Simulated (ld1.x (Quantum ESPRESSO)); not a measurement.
## Varying the PAW potential for Ge (Z = 32)

Base potential:

- Element: germanium
- Generator: ld1.x (Quantum ESPRESSO) 7.5
- Type: PAW
- Functional: LDA (PZ)
- Relativity: non-relativistic
- Frozen core: [Ar]
- Valence charge: 14
- Reference configuration: 3d10 4s2 4p2
- Partial waves: 4s (bound): rcut 1.30, rcutus 1.60 bohr; 4s channel at 0.15 Ry: rcut 1.30, rcutus 1.60 bohr; 4p (bound): rcut 1.70, rcutus 1.95 bohr; 4p channel at 0.85 Ry: rcut 1.70, rcutus 1.95 bohr; 3d (bound): rcut 0.70, rcutus 0.75 bohr; 3d channel at -1.5 Ry: rcut 0.70, rcutus 0.75 bohr
- Local potential: all-electron potential smoothed inside 1.40 bohr (lloc = -2)
- Core correction: Bessel-smoothed model core inside 0.65 bohr
- Augmentation charge: PSQ, inside the norm-conserving radii

Cutoffs, loose and tight: the cutoffs (Ry, on a coarse ladder) from which the occupation-weighted sum of valence levels, in a spherical-Bessel basis at the reference potential, stays within 10 and 1 mRy of its value at 400 Ry. They do not see the model core or the augmentation charge, which bear on the density cutoff. Test errors are all-electron minus pseudo excitation energies from the reference, over the configurations 3d10 4s2 4p1; 3d10 4s2 4p0; 3d10 4s1 4p0; 3d10 4s2 4p1.5; 3d10 4s0 4p4; 3d10 4s1 4p3; 3d9 4s2 4p3 (two spin-polarised tests are not counted in the largest error). A dash means not determined; rows that change the core or the reference have their own tests. The largest error is taken over the tests solved by every variant that gives reliable tests at all: 3d10 4s0 4p4; 3d10 4s1 4p0; 3d10 4s1 4p3; 3d10 4s2 4p0; 3d10 4s2 4p1.5; 3d9 4s2 4p3.

```csv
change,outcome,"cutoff, loose","cutoff, tight",bound ghosts,largest test error (meV)
base,generated,300 Ry,over 300 Ry,none,-259
"wave 4s channel at 0.15 Ry: rcut 1.30, rcutus 1.60 bohr becomes 4s channel at -0.6 Ry: rcut 1.30, rcutus 1.60 bohr",generated,300 Ry,over 300 Ry,none,-260
"waves 4p (bound): rcut 1.70, rcutus 1.90 bohr; 4p channel at 0.85 Ry: rcut 1.70, rcutus 1.90 bohr",generated,300 Ry,over 300 Ry,none,-261
scalar-relativistic,generated,300 Ry,over 300 Ry,none,-245
core correction Bessel-smoothed model core inside 0.82 bohr,generated,300 Ry,over 300 Ry,none,-259
local potential all-electron potential smoothed inside 1.66 bohr (lloc = -2),generated,300 Ry,over 300 Ry,none,-277
```

(1) What comes out with this change to the base: all radii but the core radius scaled by about 1.05 (s 1.68, p 2.04, d 0.78 bohr, rcut 1.36/1.78/0.74); local potential all-electron potential smoothed inside 1.46 bohr (lloc = -2)?

(2) What comes out with this change to the base: core [Ar] 3d10, valence charge 4; reference 4s2 4p2; waves now 4s (bound): rcut 1.45, rcutus 1.95 bohr; 4s channel at 0.15 Ry: rcut 1.45, rcutus 1.95 bohr; 4p (bound): rcut 1.75, rcutus 2.40 bohr; 4p channel at 0.85 Ry: rcut 1.75, rcutus 2.40 bohr; local potential all-electron potential smoothed inside 2.00 bohr (lloc = -1); core correction Bessel-smoothed model core, default radius (core density twice the valence density)?

(3) What comes out with this change to the base: waves 3d (bound): rcut 0.54, rcutus 0.58 bohr; 3d channel at -1.5 Ry: rcut 0.54, rcutus 0.58 bohr?

Results:

(1) outcome: generated; cutoff, loose: 260 Ry; cutoff, tight: over 300 Ry; bound ghosts: none; largest test error (meV): -253.

(2) outcome: generated; cutoff, loose: 8 Ry; cutoff, tight: 12 Ry; bound ghosts: none; largest test error (meV): -303.

(3) outcome: generated; cutoff, loose: over 300 Ry; cutoff, tight: over 300 Ry; bound ghosts: none; largest test error (meV): -257.
